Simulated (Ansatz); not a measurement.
Si₇ (the lowest singlet isomer of a short search) was relaxed with r2SCAN-D4 (def2-SVP) in Ansatz in these states: neutral quintet, neutral singlet, neutral triplet. The geometries follow in no particular order.

A:

```csv
atom,x (Å),y (Å),z (Å)
Si1,0.592,2.041,-0.030
Si2,2.013,0.110,0.672
Si3,-1.610,-1.330,-0.397
Si4,0.404,-0.134,-1.189
Si5,-1.648,1.151,-0.691
Si6,-0.404,0.135,1.189
Si7,0.653,-1.973,0.445
```

B:

Cartesian coordinates in Å:
```
Si -1.339 1.007 -0.213
Si 0.845 1.495 0.901
Si -0.077 -1.204 -0.991
Si 0.855 1.003 -1.406
Si -2.269 -1.106 0.184
Si -0.121 -0.677 1.391
Si 2.106 -0.518 0.134
```

C:

```csv
atom,x (Å),y (Å),z (Å)
Si1,1.551,1.492,0.095
Si2,1.692,-0.857,-0.040
Si3,-2.015,-0.466,-0.038
Si4,-0.054,0.117,-1.484
Si5,-0.815,1.899,0.105
Si6,-0.071,-0.054,1.487
Si7,-0.288,-2.131,-0.125
```

Task: Judge from the bond lengths which geometry belongs to which state (an estimate).

Result: A is the neutral singlet (Si4–Si5 2.472 Å, Si4–Si6 2.525 Å, Si3–Si5 2.499 Å); B is the neutral quintet (Si4–Si5 4.092 Å, Si4–Si6 3.406 Å, Si3–Si5 2.489 Å); C is the neutral triplet (Si4–Si5 2.506 Å, Si4–Si6 2.976 Å, Si3–Si5 2.655 Å).

At PBE0-D4/def2-TZVP a singlet lies 2.66 eV below the neutral quintet. At PBE0-D4/def2-TZVP a singlet lies 1.45 eV below the neutral triplet. These are the stationary points nearest to one start from a short search; other shapes may lie lower in each state.
